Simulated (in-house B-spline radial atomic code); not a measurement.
**How G0W0 and RPA depend on the start: Cu XX (Cu19+)**

Configuration [He] 2s2 2p6. Computed with a B-spline radial code for spherical atoms: all electrons, scalar-relativistic (spin-free one-electron X2C), finite nucleus, each spin shell either full or empty, empty states to l = 9 with an (l + 1/2)⁻⁴ tail; G0W0 by contour deformation at full frequency.

```tsv
start	mean-field 2p (eV)	G0W0 (eV)	QP weight	RPA correlation (Eh)
Hartree-Fock	-1698.67	-1697.13	0.996	-0.62326
PBE	-1642.70	-1696.98	0.995	-0.64876
CAM-B3LYP	-1656.34	-1696.98	0.995	-0.64284
r2SCAN0	-1661.84	?	?	?
LDA VWN5	-1641.58	?	?	?
```

Question: What G0W0 level, weight and RPA correlation energy follow from the LDA VWN5 start?

Answer: G0W0 level -1697.29 eV, weight 0.995, RPA correlation -0.64898 hartree.

Question: What G0W0 level, weight and RPA correlation energy follow from the r2SCAN0 start?

Answer: G0W0 level -1696.91 eV, weight 0.996, RPA correlation -0.63849 hartree.

Question: How much of the dependence on the start does G0W0 remove?

Answer: The mean-field levels span 57.1 eV and the G0W0 levels 0.375 eV. Against 1690.5 ± 0.9 eV (NIST, semi-empirical) the G0W0 removal energies are off by +6.41 to +6.79 eV, with spin-orbit coupling, Breit and QED terms left out.
